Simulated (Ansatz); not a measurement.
One change: `C=NC(F)[SiH2]N` becomes `C=NCF`.

Ansatz, PBE0-D4/def2-TZVP geometries, multiplicity 1. Each molecule was computed in one conformer, which needn't be the lowest.

```csv
property,`C=NC(F)[SiH2]N`
HOMO energy (PBE/def2-TZVPP) / eV,-6.06
LUMO energy (B3LYP/def2-TZVPP) / eV,-0.80
size of the dipole moment (ωB97M-V/def2-TZVPP) / D,1.53
size of the dipole moment (B3LYP/def2-TZVPP) / D,1.46
HOMO–LUMO gap (PBE0/def2-TZVPP) / eV,6.84
HOMO energy (ωB97M-V/def2-TZVPP) / eV,-9.63
```

Task: Give the same properties after the change, and the shifts. (Estimate.)

Result: The calculation gave: 
```csv
property,`C=NCF`,shift
HOMO energy (PBE/def2-TZVPP) / eV,-6.43,-0.37
LUMO energy (B3LYP/def2-TZVPP) / eV,-0.86,-0.06
size of the dipole moment (ωB97M-V/def2-TZVPP) / D,0.38,-1.15
size of the dipole moment (B3LYP/def2-TZVPP) / D,0.36,-1.10
HOMO–LUMO gap (PBE0/def2-TZVPP) / eV,7.40,0.56
HOMO energy (ωB97M-V/def2-TZVPP) / eV,-10.37,-0.74
```

With PBE0 the HOMO falls by 0.60 eV and the LUMO falls by 0.05 eV, so the gap widens by about 0.55 eV. PBE moves the HOMO by -0.37 eV and ωB97M-V by -0.74 eV. Dipoles are sizes alone; their direction can turn.

B3LYP here is the variant with VWN-RPA as its local correlation; programs differ in this.
